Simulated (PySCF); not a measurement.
An unknown is described by computed data only.

Formula: BCl3H3N.

- NMR, other nuclei: isotropic shieldings of nuclei other than C and H, by class: 96 (1 B), 179 (1 N), 839 (3 Cl) ppm [GIAO PBE0/pcSseg-1]
- UV, strongest line: among the 10 lowest singlet transitions: S4 at 8.09 eV (153 nm, f = 0.185) [TDDFT wB97X-D/def2-SVPD]
- UV, first state: lowest singlet excitation: 7.17 eV (173 nm, f = 0.000) [TDDFT wB97X-D/def2-SVPD]
- Rotational structure: rotational constants A, B, C: 2.165, 2.165, 1.528 GHz [PBE0-D3(BJ)/def2-SVP]
- Dipole: 6.18 D [wB97X-D/def2-SVPD]
- XPS: B1s 198.9, Cl2p3/2 205.7 (×3), N1s 409.2, Cl1s 2828.3 (×3) eV [ΔSCF SCAN, pcX-2 on the ionised atom, pcseg-1 elsewhere, spin-free X2C, 2p3/2 from a spin–orbit splitting computed afterwards within the 2p shell]
- 1H NMR: chemical shifts (computed TMS as zero) by class: 3.09 (3 H) ppm [GIAO PBE0/pcSseg-1]
- Triplet: lowest triplet excitation (Tamm–Dancoff): 7.16 eV [TDA wB97X-D/def2-SVPD]
- Polarisability: 66.4 au [wB97X-D/def2-SVPD]

The electronic properties come from PySCF, for the isolated species, density fitting. Levels stand in brackets. Geometry: PBE0-D3(BJ)/def2-SVP; no solvent, vibrations or thermal averaging. Each NMR value is the plain mean over a class of atoms that symmetry, rotation or inversion makes alike.

Question: Propose a structure and show how it fits.

Answer: All hydrogens form one class (3.09 ppm): hydrogen on nitrogen. The other shieldings belong to: 96 ppm, boron bonded to 3 Cl and N; 179 ppm, nitrogen bonded to B and 3 H; 839 ppm, chlorine bonded to B. The core levels belong to: B1s 198.9 eV, boron bonded to 3 Cl and N; Cl2p3/2 205.7 eV, chlorine bonded to B; N1s 409.2 eV, nitrogen bonded to B and 3 H; Cl1s 2828.3 eV, chlorine bonded to B. The optimised geometry has point group C3v and is an oblate symmetric top. Structure: B(NH3)Cl3 (`N->B(Cl)(Cl)Cl`). The assignments are read from this structure; whether some other isomer fits the data as well wasn't checked.
